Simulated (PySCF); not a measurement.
MoS2ClBr, SMILES [S]=[Mo](=[S])([Cl])[Br], multiplicity 1.

Coordinates come from a B3LYP-D3(BJ)/def2-SVP optimisation. The spin state was assumed, not searched. The structure was generated by enumeration; whether it is a known compound was not checked. The def2 effective core potentials stand for the cores of Mo; spin–orbit coupling is left out.

The numbers are results of PySCF with TDA-PBE/def2-SVPD, not measurements.

Vertical excitations.  State labels are in the subgroup Cs.

Computed UV-visible absorptions:
```json
[
 {"state": "S1", "symmetry": "A\"", "energy (eV)": "2.17", "λ (nm)": "572", "f": "0.007", "main pairs": "HOMO→LUMO 92 %"},
 {"state": "S2", "symmetry": "A'", "energy (eV)": "2.34", "λ (nm)": "529", "f": "0.001", "main pairs": "HOMO→LUMO+1 97 %"},
 {"state": "S3", "symmetry": "A\"", "energy (eV)": "2.76", "λ (nm)": "449", "f": "0.000", "main pairs": "HOMO−1→LUMO 98 %"},
 {"state": "S4", "symmetry": "A\"", "energy (eV)": "2.94", "λ (nm)": "422", "f": "0.000", "main pairs": "HOMO→LUMO+2 98 %"},
 {"state": "S5", "symmetry": "A'", "energy (eV)": "3.03", "λ (nm)": "409", "f": "0.017", "main pairs": "HOMO−2→LUMO 88 %"},
 {"state": "S6", "symmetry": "A'", "energy (eV)": "3.24", "λ (nm)": "383", "f": "0.008", "main pairs": "HOMO−1→LUMO+1 75 %, HOMO−3→LUMO 11 %"},
 {"state": "S7", "symmetry": "A\"", "energy (eV)": "3.27", "λ (nm)": "379", "f": "0.001", "main pairs": "HOMO−2→LUMO+1 74 %, HOMO→LUMO+3 14 %"},
 {"state": "S8", "symmetry": "A\"", "energy (eV)": "3.62", "λ (nm)": "342", "f": "0.002", "main pairs": "HOMO−4→LUMO 54 %, HOMO−1→LUMO+2 34 %, HOMO→LUMO+3 11 %"},
 {"state": "S9", "symmetry": "A'", "energy (eV)": "3.62", "λ (nm)": "342", "f": "0.002", "main pairs": "HOMO−3→LUMO 63 %, HOMO−2→LUMO+2 24 %, HOMO→LUMO+4 11 %"},
 {"state": "S10", "symmetry": "A\"", "energy (eV)": "3.67", "λ (nm)": "338", "f": "0.001", "main pairs": "HOMO−4→LUMO 44 %, HOMO−1→LUMO+2 33 %, HOMO→LUMO+3 21 %"},
 {"state": "T1", "symmetry": "A\"", "energy (eV)": "1.77", "λ (nm)": "701", "f": "0", "main pairs": "HOMO→LUMO 98 %"},
 {"state": "T2", "symmetry": "A'", "energy (eV)": "2.06", "λ (nm)": "601", "f": "0", "main pairs": "HOMO→LUMO+1 98 %"},
 {"state": "T3", "symmetry": "A\"", "energy (eV)": "2.55", "λ (nm)": "487", "f": "0", "main pairs": "HOMO−1→LUMO 95 %"},
 {"state": "T4", "symmetry": "A'", "energy (eV)": "2.62", "λ (nm)": "474", "f": "0", "main pairs": "HOMO−1→LUMO+1 91 %"}
]
```
Triplets are in the Tamm–Dancoff approximation.
